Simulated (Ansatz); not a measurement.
Results of the Gaussian-basis code of Ansatz.

CH9NSiSn, SMILES `C[NH][SnH2][SiH3]` at its PBE0-D4/def2-TZVP geometry, where that method's forces vanish. Charge 0, multiplicity 1. Sn: def2 effective core potential.

```
atom    x (Å)    y (Å)    z (Å)
  C1   1.3245  -1.5669   0.1740
  N2   1.1288  -0.6634  -0.9447
 Sn3   0.3026   1.1577  -0.5664
 Si4  -1.9711   0.9745   0.6342
  H5   1.9104  -2.4372  -0.1399
  H6   1.9027  -1.0647   0.9553
  H7   0.4015  -1.9420   0.6421
  H8   0.6716  -1.1351  -1.7137
  H9   0.1663   1.9233  -2.0881
 H10   1.4485   1.9611   0.4167
 H11  -1.8223   0.1966   1.8938
 H12  -2.9556   0.2755  -0.2355
 H13  -2.5079   2.3205   0.9722
```

Question: For each bond, give half the difference of the two atoms' forces along it (eV/Å; positive pushes the atoms apart) under PBE-D4, r2SCAN-D4, B3LYP-D4, ωB97M-V in def2-TZVPP. (Estimate.)

Answer: The calculation gave: 
```
   bond  length (Å)  PBE-D4  r2SCAN-D4  B3LYP-D4  ωB97M-V
  C1–N2       1.451    0.07       0.20      0.21     0.30
  C1–H5       1.095    0.11      -0.04     -0.10    -0.12
  C1–H6       1.094    0.10      -0.05     -0.09    -0.09
  C1–H7       1.101    0.08      -0.04     -0.07    -0.10
 N2–Sn3       2.035    0.19       0.07      0.18    -0.04
  N2–H8       1.011    0.23       0.00     -0.09    -0.09
Sn3–Si4       2.578   -0.10      -0.01      0.09     0.02
 Sn3–H9       1.709    0.06      -0.02     -0.02    -0.07
Sn3–H10       1.710    0.09      -0.01      0.00    -0.07
Si4–H11       1.488    0.08      -0.02     -0.09    -0.10
Si4–H12       1.488    0.09      -0.02     -0.08    -0.10
Si4–H13       1.488    0.08      -0.02     -0.08    -0.09
```

B3LYP here is the variant with VWN-RPA as its local correlation; programs differ in this.
